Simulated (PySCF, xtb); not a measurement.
B(Cl)(vinyl)(OH) (C₂H₄BClO), SMILES B(O)(Cl)C=C. Other conformers were not sampled.

Harmonic wavenumbers (cm⁻¹) from GFN2-xTB in xtb at its own minimum, in rising order: 64, 175, 305, 336, 381, 612, 620, 637, 851, 932, 1010, 1023, 1038, 1292, 1314, 1401, 1653, 3049, 3090, 3124, 3589.

Problem. What does PBE-D3(BJ)/def2-SVP (PySCF) give at its own minimum? (Estimate from the structure and the level; the computed values follow.)

Solution. 73, 193, 317, 392, 406, 570, 656, 661, 890, 965, 997, 1015, 1112, 1259, 1353, 1406, 1633, 3058, 3093, 3155, 3732. Paired by order, the mean absolute difference is 32 cm⁻¹ and the zero-point energies are 37.9 and 38.5 kcal/mol.
